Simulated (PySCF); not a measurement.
**Electron correlation in Ni (nickel, neutral)**

[Ar] 3d8 4s2, high-spin 3F determinant. Computed with PySCF 2.14 in def2-TZVPPD, with the non-relativistic Hamiltonian (point nucleus). Frozen: [Ar]; 10 electrons correlated.

```
  level  correlation energy (mhartree)
   CCSD                        -309.17
    (T)                          -9.90
CCSD(T)                        -319.07
```

Diagnostics: T1 = 0.020, D1 = 0.0569, largest double amplitude 0.073.

Cost of the coupled-cluster step: about 9 core-seconds, for 10 correlated electrons.
